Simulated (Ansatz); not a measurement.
Basis sets compared for GaH₂F. The state is a singlet with charge 0. Geometry PBE0-D4/def2-TZVP. Ansatz on 4 threads of Arm Neoverse V1 on a shared host; times are rough, and most runs start from earlier orbitals.

Cartesian coordinates in Å:
```
Ga -0.113 0.031 -0.044
H -0.613 -0.884 -1.199
H -0.750 1.257 0.672
F 1.476 -0.405 0.571
```

Binding counts from free atoms (Ga doublet, H doublet, F doublet) in the same basis, without a counterpoise term.

| level | functions | energy (Eh) | HOMO (eV) | LUMO (eV) | binding per atom (eV) | wall time |
| --- | --- | --- | --- | --- | --- | --- |
| PBE-D4/def2-SVP | 56 | -2025.1998 | -7.37 | -2.32 | 2.69 | 0.3 s |
| PBE0-D4/def2-SVP | 56 | -2025.2416 | -8.87 | -1.53 | 2.63 | 0.4 s |

Q: Estimate the rows for PBE-D4/def2-TZVP, PBE0-D4/def2-TZVP (with forces).

A: 
```
                          level  functions  energy (Eh)  HOMO (eV)  LUMO (eV)  binding per atom (eV)  wall time
               PBE-D4/def2-TZVP         91   -2025.5769      -7.54      -2.42                   2.68     0.35 s
PBE0-D4/def2-TZVP (with forces)         91   -2025.6165      -8.97      -1.62                   2.63      0.6 s
```
